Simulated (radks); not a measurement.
Results of a calculation; reference values are marked as such.
Question: Valence configurations of Gd II (all share [Xe]). Code: a radial shooting solver on a logarithmic mesh with Libxc functionals. Model: scalar-relativistic Kohn-Sham, PBE, spin-unpolarised, spherical densities, finite nucleus; Fermi nuclear charge, rms radius 5.1569 fm. Order these by energy: 4f6 5d1 6s2; 4f8 5d1; 4f6.5 5d1 6p1.5; 4f6.5 5d1.5 6s1; 4f5 5d3 6p1; 4f7 5d1 6p1; 4f8 6s1; 4f7 5d1 6s1; 4f5 5d3 6s1; 4f7 6p2.

Answer: From the lowest, in eV above it: 4f8 6s1 0.000; 4f8 5d1 1.765; 4f7 5d1 6s1 4.332; 4f7 5d1 6p1 7.906; 4f6.5 5d1.5 6s1 8.309; 4f7 6p2 11.527; 4f6 5d1 6s2 13.919; 4f6.5 5d1 6p1.5 13.952; 4f5 5d3 6s1 28.702; 4f5 5d3 6p1 32.744. NIST lists [Xe] 4f7 5d1 6s1 as the ground configuration; this level of theory puts 4f8 6s1 lower, by 4.332 eV. The energies are those of spherical spin-averaged densities, not of single terms.
